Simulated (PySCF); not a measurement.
Species: C5H5FNO3 (doublet state).
Geometry (GFN2-xTB, Å), atoms numbered from 1 in this order:
```
atom  x, y, z in Å
C1    -0.4347    3.1694    0.0244
O2     0.2909    2.0292    0.0104
C3    -0.3294    0.8583    0.0190
N4    -1.7007    0.6935    0.0288
C5    -1.8688   -0.5751    0.0336
F6    -3.0103   -1.2174    0.0416
O7    -0.7560   -1.3197    0.0290
C8     0.2522   -0.3954    0.0198
O9     1.5386   -0.7601    0.0190
C10    1.7827   -2.1544   -0.0453
H11   -1.5035    3.1315    0.0027
H12    0.1505    4.0618   -0.0212
H13    1.3714   -2.5822   -0.9634
H14    2.8645   -2.2620   -0.0356
H15    1.3480   -2.6694    0.8152
```

The hyperfine couplings belong to this conformer and change with its torsions.

As a line formula: `[CH2]OC1=C(OC)OC(F)=N1` [radical].

Computed, not measured: UKS B3LYP, pcH-1 on C F H N O, non-relativistic, mean-field spin-orbit, GIAO in PySCF. Geometry: GFN2-xTB, one conformer, isolated molecule. Couplings are sensitive to structure, and on GFN2-xTB geometries they can be far from those on DFT ones. Stability of the SCF solution: not tested.

**Question.** Break the g tensor into its mass correction, gauge correction and orbital-Zeeman/spin–orbit terms.

**Answer.** 
```
                    Δg (ppm)     1     2     3
relativistic mass correction  -187  -187  -187
            gauge correction    -3    48    37
   orbital Zeeman/spin–orbit   -23  1022  1895
                       total  -212   883  1744
```

So g = 2.00211, 2.00320, 2.00406 and g_iso = 2.00312; the tensor is rhombic: the two nearest values differ by 44 % of g3 − g1. Axes: g3 points within 3° of the C1–H12 bond.

**Question.** What effective moment and Curie constant follow for a powder?

**Answer.** With the mean of g² = 4.0125 and S(S+1) = 0.75: μ_eff = √(⟨g²⟩S(S+1)) = 1.735 μB and χT = 0.12505·⟨g²⟩·S(S+1) = 0.376 cm³ K/mol (cgs; spin-Hamiltonian part alone).

**Question.** Average each term over the three axes. Which is largest in size?

**Answer.** The orbital-Zeeman/spin–orbit term 965, the mass correction -187 and the gauge correction 27 ppm, for a total of 805 ppm. The orbital-Zeeman/spin–orbit term is the largest in size. The mass correction is the same along every axis, so the anisotropy comes from the other two: their spans along these axes are 50 (gauge) and 1917 ppm (orbital Zeeman/spin–orbit).

**Question.** In a frozen sample, at which fields do the three g values resonate at 9.5, 34, 94 and 263 GHz (hyperfine left aside), and which band first spreads them over more than twice a line width of 1.0 mT?

**Answer.** 
```json
{"band": "X", "GHz": "9.5", "B(g3) mT": "338.69", "B(g2) mT": "338.83", "B(g1) mT": "339.02", "spread mT": "0.33"}
{"band": "Q", "GHz": "34.0", "B(g3) mT": "1212.15", "B(g2) mT": "1212.67", "B(g1) mT": "1213.33", "spread mT": "1.18"}
{"band": "W", "GHz": "94.0", "B(g3) mT": "3351.23", "B(g2) mT": "3352.68", "B(g1) mT": "3354.51", "spread mT": "3.27"}
{"band": "J", "GHz": "263.0", "B(g3) mT": "9376.33", "B(g2) mT": "9380.36", "B(g1) mT": "9385.49", "spread mT": "9.16"}
```

The spread grows in proportion to the frequency. W band is the first where it exceeds 2.0 mT.

The largest Mulliken spin populations are on C1 (+0.95), O2 (+0.09) and C8 (+0.08). No atom but C1 exceeds +0.15. The angles at C1 add up to 359.8°, so it is planar; its axial dipolar tensor and the negative couplings of its protons fit spin in a p orbital normal to that plane.

The HOMO–LUMO gaps are 4.52 eV among the α and 4.78 eV among the β orbitals.

The run took 86 s (with the writing of density and orbital grids) on one thread, Arm Neoverse V2 (aarch64), on a shared host, and the process peaked at 1.1 GiB of memory.
